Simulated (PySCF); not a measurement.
Species: methyldifluoroisocyanate silane, C2H3F2NOSi.
SMILES with atom numbers: `[CH3:1][Si:2]([F:3])([F:4])[N:5]=[C:6]=[O:7]` (hydrogens: H8, H9, H10 on C1)

Geometry (PBE0-D3(BJ)/def2-SVP, Å), atoms numbered from 1 in this order:
```xyz
10
C2H3F2NOSi angstrom
C     -1.473   -0.567   -0.019
Si    -0.172    0.726   -0.063
F     -0.226    1.568   -1.434
F     -0.384    1.790    1.126
N      1.393    0.080    0.081
C      2.516   -0.337    0.130
O      3.602   -0.753    0.180
H     -1.355   -1.266   -0.860
H     -1.410   -1.138    0.919
H     -2.473   -0.113   -0.082
```

Level: PBE0/pcSseg-1 and CAM-B3LYP/def2-SVPD in PySCF, non-relativistic, on one gas-phase PBE0-D3(BJ)/def2-SVP geometry that isn't relaxed in the solvent. The solvent is an IEF-PCM continuum (cavity from Bondi-type radii × 1.2). Specific hydrogen bonds and non-electrostatic terms are outside this model.

Gas phase at PBE0/pcSseg-1: HOMO -9.34 eV, LUMO 0.32 eV, dipole 2.61 D.

What does the continuum do to the energy, the frontier levels and the dipole at PBE0/pcSseg-1 in dichloromethane and methanol?

```tsv
solvent	ε	E(solvent) − E(gas) (kcal/mol)	polarisation term (kcal/mol)	distortion of the solute (kcal/mol)	HOMO (eV)	LUMO (eV)	dipole (D)
dichloromethane	8.93	-3.85	-4.23	0.38	-9.20	0.46	3.05
methanol	32.61	-4.39	-4.88	0.49	-9.18	0.48	3.11
```

Polarisation term: ½ Σ q·V over the induced surface charges. Distortion: the rise of the solute's own energy as its density leaves the gas-phase optimum. From dichloromethane to methanol the lowering changes by a factor 1.14, Onsager's factor (ε − 1)/(2ε + 1) by 1.14 and ε itself by 3.7.

Which radius a makes the point-dipole formula ΔE = −[(ε − 1)/(2ε + 1)]·μ²/a³ give the value in methanol, with the gas-phase dipole?

μ = 1.027 au and |ΔE| = 0.00700 Eh give a = 2.20 Å; the farthest nucleus lies 3.68 Å from the centroid of the nuclei, so such a sphere wouldn't even hold the nuclei. The formula assumes a rigid point dipole at the centre of a sphere.

Give the dipole vector in the frame of the coordinates (D, pointing from negative to positive charge), gas and methanol.

Gas (-1.93, -1.76, 0.07), solvent (-2.35, -2.04, 0.08). Its length changes by +19 % and its direction by 1°.

Which ESP-fitted charges (PBE0/pcSseg-1) respond most in dichloromethane (means over atoms taken as equivalent)?

```
atoms             environment  gas (e)  solvent (e)  change
   O7      oxygen bonded to C   -0.388       -0.425  -0.037
   C6       isocyanate carbon   +0.726       +0.760  +0.034
  Si2  fluorine-bound silicon   +1.233       +1.254  +0.021
F3/F4  silicon-bound fluorine   -0.354       -0.372  -0.018
   C1        Si-methyl carbon   -0.866       -0.852  +0.014
   N5     isocyanate nitrogen   -0.671       -0.676  -0.005
```

Which Mayer bond orders change most in dichloromethane?

```
  bond  length (Å)    gas  solvent  change
 C6–O7       1.164  2.067    2.046  -0.021
Si2–F3       1.610  0.969    0.950  -0.019
Si2–F4       1.610  0.969    0.950  -0.019
C1–Si2       1.834  0.994    1.012  +0.018
 N5–C6       1.199  1.895    1.912  +0.017
 C1–H9       1.100  0.946    0.940  -0.006
C1–H10       1.100  0.948    0.942  -0.006
 C1–H8       1.100  0.946    0.941  -0.005
```

How do the nuclear quadrupole coupling constants eQVzz/h respond in dichloromethane?

```
  nucleus  Q (barn)  gas (MHz)  solvent (MHz)  η gas  η solvent
14N at N5   0.02044       2.43           2.40   0.01       0.01
17O at O7   -0.0256      -3.95          -4.13   0.03       0.03
```

Gas phase at CAM-B3LYP/def2-SVPD: HOMO -10.78 eV, LUMO 0.61 eV, dipole 2.72 D.

What does the continuum do to the energy, the frontier levels and the dipole at CAM-B3LYP/def2-SVPD in dichloromethane and methanol?

```
        solvent      ε  E(solvent) − E(gas) (kcal/mol)  polarisation term (kcal/mol)  distortion of the solute (kcal/mol)  HOMO (eV)  LUMO (eV)  dipole (D)
dichloromethane   8.93                           -4.01                         -4.49                                 0.48     -10.61       0.81        3.25
       methanol  32.61                           -4.58                         -5.21                                 0.63     -10.59       0.83        3.33
```

How does the static polarisability (CAM-B3LYP/def2-SVPD, frozen core, with the continuum's full static response) change?

| medium | isotropic (au) | principal values (au) | ⟨r²⟩ of the electrons (bohr²) |
| --- | --- | --- | --- |
| gas | 55.5 | 43.4, 47.0, 76.0 | 1010.7 |
| dichloromethane | 67.1 | 52.9, 56.5, 91.7 | 1011.6 |
| methanol | 69.0 | 54.8, 58.2, 94.0 | 1011.7 |

The isotropic value in methanol is 1.24 times the gas-phase one; no cavity-field correction is applied. ⟨r²⟩ is taken about the centre of nuclear charge.
